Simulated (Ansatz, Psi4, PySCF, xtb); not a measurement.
Noncovalent pair: SiH4 (SMILES [SiH4]) (first 5 atoms) with C2H6 (SMILES CC); geometry from B3LYP-D3(BJ)/def2-TZVP, rigid monomers moved along the line of their centres of mass till Si1···C6 is 5.24 Å.
(charge 0, multiplicity 1):
```tsv
atom	x (Å)	y (Å)	z (Å)
Si	-0.0194	0.3052	0.2851
H	-1.4907	0.4006	0.4108
H	0.4357	-1.0132	0.7795
H	0.6167	1.3767	1.0833
H	0.3647	0.4569	-1.1369
C	-0.7162	-0.3032	5.4475
C	0.7638	-0.4630	5.7811
H	-1.0576	-1.0868	4.7681
H	-0.9146	0.6584	4.9701
H	-1.3344	-0.3564	6.3458
H	0.9608	-1.4239	6.2603
H	1.1039	0.3208	6.4607
H	1.3816	-0.4104	4.8828
```

Interaction energies are E(AB) − E(A) − E(B) at the monomers' geometry in the complex; basis-set methods are counterpoise corrected. Rows marked so take none.

Correlated levels freeze the cores. Rows in 3-21G, 6-31G* carry no dispersion term and start afresh at each structure (6-31G* with six Cartesian d functions).

The values were computed with Ansatz (Gaussian basis) for Hartree–Fock, density functionals and correlated methods; Psi4 for SAPT; PySCF for 3-21G rows, 6-31G* rows, the dispersion terms; xtb for the GFN methods. 

```json
[
 {"level": "GFN2-xTB", "interaction energy (kcal/mol)": "-0.39"},
 {"level": "HF/3-21G (no counterpoise)", "interaction energy (kcal/mol)": "-0.07"},
 {"level": "HF/6-31G* (no counterpoise)", "interaction energy (kcal/mol)": "-0.05"},
 {"level": "B3LYP/3-21G (no counterpoise)", "interaction energy (kcal/mol)": "-0.04"},
 {"level": "PBE0/def2-TZVPPD", "interaction energy (kcal/mol)": "-0.08"},
 {"level": "PBE0-D3(BJ)/def2-TZVPPD", "interaction energy (kcal/mol)": "-0.36"},
 {"level": "wB97X-V/def2-TZVPPD", "interaction energy (kcal/mol)": "-0.26"},
 {"level": "CCSD/aug-cc-pV(D+d)Z", "interaction energy (kcal/mol)": "-0.22"},
 {"level": "SAPT0/jun-cc-pV(D+d)Z", "interaction energy (kcal/mol)": "[?]"}
]
```

Question: What belongs in the gaps?

Answer: 
- SAPT0/jun-cc-pV(D+d)Z, interaction energy (kcal/mol): -0.17

Ansatz is a program for electronic structure.
